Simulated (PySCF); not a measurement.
## YH₄⁻ at several levels of theory

All levels use the PBE0 minimum (singlet; Y–H 2.064 Å (×4); H–Y–H 109.5° (×6)), basis [Y def2-TZVPD with ECP28, H def2-TZVPD], scalar-relativistic core potentials, density fitting, no spin–orbit coupling, PySCF. For vertical energies the ionised species is a doublet (spins chosen at PBE0 and kept). Open shells are unrestricted, also as the reference of the correlated levels. A dash marks a value that was not computed or is not defined at that level.

```json
{"level": "PBE0", "vertical detachment energy (eV)": "4.11", "−ε(HOMO) (eV)": "2.28", "gap (eV)": "5.78"}
{"level": "HF", "vertical detachment energy (eV)": "4.57", "−ε(HOMO) (eV)": "5.27", "gap (eV)": "10.37"}
{"level": "MP2", "vertical detachment energy (eV)": "4.72", "−ε(HOMO) (eV)": "–", "gap (eV)": "–"}
{"level": "PBE", "vertical detachment energy (eV)": "3.70", "−ε(HOMO) (eV)": "1.09", "gap (eV)": "4.00"}
```

The lowest empty level of this anion is unbound, so it and the gap depend on the basis.
